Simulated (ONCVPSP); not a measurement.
# What one change does to a pseudopotential (zinc (Zn), ONCV)

* Element: zinc (Zn)
* Generator: ONCVPSP 4.0.1
* Type: optimised norm-conserving Vanderbilt (ONCV)
* Functional: PBEsol
* Relativity: scalar-relativistic
* Frozen core: [Ar]
* Valence charge: 12
* Reference configuration: 3d10 4s1.5 (charge +0.5)
* Partial waves: 4s: rc 2.20 bohr, ncon 3, nbas 7, qcut 3.3 1/bohr, 2 projectors, debl 2.6 Ha; p scattering state at 0.12 Ha: rc 2.25 bohr, ncon 4, nbas 7, qcut 4.4 1/bohr, 2 projectors, debl 0.6 Ha; 3d: rc 0.95 bohr, ncon 4, nbas 9, qcut 19.8 1/bohr, 2 projectors, debl 3.3 Ha; f scattering state at 0.13 Ha: rc 1.85 bohr, ncon 4, nbas 7, qcut 6.2 1/bohr, 2 projectors, debl 1.4 Ha
* Local potential: polynomial inside 0.60 bohr (lpopt 1, dvloc0 -1 Ha)
* Core correction: Teter function, fcfact 4, rcfact 1.4

In the p channel the program set the typed energies aside and used 0.050, 0.650 Ha.

All-electron outer shells of the reference configuration (PBEsol, scalar-relativistic, ld1.x):

| shell | level (eV) | outermost node (bohr) | outermost maximum (bohr) |
| --- | --- | --- | --- |
| 3p | -87.88 | 0.25 | 0.59 |
| 3d | -14.77 | – | 0.57 |
| 4s | -9.86 | 0.85 | 2.04 |

Change: core correction Teter function, fcfact 4, rcfact 1.82.

Cutoffs: the cutoffs (Ha) at which the residual kinetic energy of the hardest occupied pseudo-wave falls to 1 and 0.1 mHa per electron; they do not see the model core or the augmentation charge, which bear on the density cutoff. Errors are all-electron minus pseudo energies relative to the spin-unpolarised reference configuration.

Problem. What does the change do?

Solution. The potential gets neither clearly harder nor softer (128 Ha and 147 Ha → 128 Ha and 147 Ha); both files keep a bound ghost (p, s); of the 4 tests that both files solve, the error grows in 4 and shrinks in 0 by more than 15 % and 0.3 meV (median size 8.9 → 29.2 meV). A model core, the more so a compact one, raises the density cutoff, which this test does not measure.

```tsv
quantity	base	changed
cutoff, loose	128 Ha	128 Ha
cutoff, tight	147 Ha	147 Ha
bound ghosts	s, p	s, p
GHOST(+) flags under 300 eV	f at 60.7 eV	f at 60.7 eV
error for 3d10 4s2, meV [ΔE -3.95 eV]	-1.4	-3.9
error for 3d10 4s1, meV [ΔE 5.95 eV]	-2.4	-8.9
error for 3d10 4s0, meV [ΔE 24.30 eV]	-22	-166
error for 3d10 4s0 4p1, meV [ΔE 12.31 eV]	-16	-50
s: phases at 2.23 bohr within 0.05 rad from the reference energy up to (Ha; the scan ends near 5)	3.0	3.0
p: phases at 2.28 bohr within 0.05 rad from the reference energy up to (Ha; the scan ends near 5)	2.9	2.9
d: phases at 0.96 bohr within 0.05 rad from the reference energy up to (Ha; the scan ends near 5)	to the end of the scan	to the end of the scan
f: phases at 1.88 bohr within 0.05 rad from the reference energy up to (Ha; the scan ends near 5)	2.2	2.2
rms error of d²Exc/dni dnj with the model core, mHa	2.88	1.73
```

 A true bound ghost makes a file unfit for plane-wave use even where its test errors are small: the radial tests pick states by their node count and pass the ghost by.
